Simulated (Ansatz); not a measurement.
A made-up structure of SnH2Br (charge +1), closed shell:

```xyz
4
angstrom
Br -2.2593 0.1517 -0.8137
Sn 0.2381 -0.0160 0.0858
H 0.7360 -1.6794 0.8260
H 1.2852 1.5437 -0.0980
```

It is relaxed with PBE-D4/def2-SVP and then PBE0-D4/def2-TZVP (Ansatz 0.2.0). Atoms count as bonded within 1.22 times the sum of their covalent radii (H–H: 0.88 Å). The end point is not checked to be a true minimum.

(1) Does its bonding change? (Judge from chemistry; the calculation decides.)

Results:

(1) Computed: No: no bond forms or breaks.

Where it ends: The first stage lowers the energy by 0.61 eV in 4 steps. It ends as SnH₂Br ([Br][SnH2]), total charge +1:
```xyz
4
angstrom
Br -2.0171 0.1354 -0.7265
Sn 0.2128 -0.0143 0.0766
H 0.6570 -1.4995 0.7374
H 1.1473 1.3784 -0.0876
```

Labels in which every atom is bracketed show which atoms are joined, not bond orders.

For scale, one of the runs: PBE0-D4/def2-TZVP relaxation, 110 basis functions, launched by `ansatz run in.yaml --threads 2 --pin off --events-out ev --progress --plain --max-ram 4352MiB`. Hardware: 2 CPU threads of an Arm Neoverse V1, shared host. Wall time about 14 s.
